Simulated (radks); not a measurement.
The bismuth ion Bi24+, configuration [Kr] 4d10 4f13.

All-electron calculation, Dirac Kohn-Sham, LDA (Slater exchange, Perdew-Wang correlation), spin-unpolarised, spherical densities, finite nucleus; open shells fill j = l - 1/2 first; Fermi nuclear charge, rms radius 5.5211 fm. Program: a radial shooting solver on a logarithmic mesh with Libxc functionals.

Energy parts (hartree):
part                       energy
total                 -21320.5928
kinetic                24921.2572
electron-nucleus      -52629.0664
Hartree                 6749.7649
exchange-correlation    -362.5485

Orbitals (lengths in bohr, moments of r in powers of bohr):
orbital	occ.	eigenvalue (hartree)	<r^4>	<r>
1s1/2	2	-3345.614	3.340e-07	0.01581
2s1/2	2	-620.1035	0.00004753	0.06581
2p1/2	2	-597.2717	0.00002788	0.05388
2p3/2	4	-512.0583	0.00004559	0.06292
3s1/2	2	-167.1299	0.001706	0.1710
3p1/2	2	-156.7218	0.001471	0.1614
3p3/2	4	-137.5955	0.002109	0.1778
3d3/2	4	-120.3835	0.001372	0.1542
3d5/2	6	-116.3166	0.001527	0.1592
4s1/2	2	-55.46313	0.03549	0.3735
4p1/2	2	-50.90327	0.03677	0.3733
4p3/2	4	-46.04820	0.05081	0.4060
4d3/2	4	-38.57050	0.05492	0.4057
4d5/2	6	-37.64195	0.06008	0.4156
4f5/2	6	-27.90034	0.06631	0.4091
4f7/2	7	-27.67247	0.06898	0.4138

The highest occupied level is 4f7/2 at -753.01 eV. For comparison, the ionisation energy in NIST's Atomic Spectra Database is 750 eV (theoretical). In exact Kohn-Sham theory the highest level is minus the ionisation energy, but local and semilocal functionals leave it too shallow, through self-interaction and a potential that decays too fast; potentials with the right tail come closer. Summed over all electrons, <r^2> = 6.498 bohr^2, which gives a Langevin (diamagnetic) susceptibility term of -5.15 x 10^-6 cm^3/mol. The electron density at the nucleus is 2.952e+06 e/bohr^3. The density falls to 0.001 e/bohr^3 at r = 1.33 bohr.

Beside tabulated values, note that spin-unpolarised runs miss the spin-polarisation part of the exchange energy of open shells.
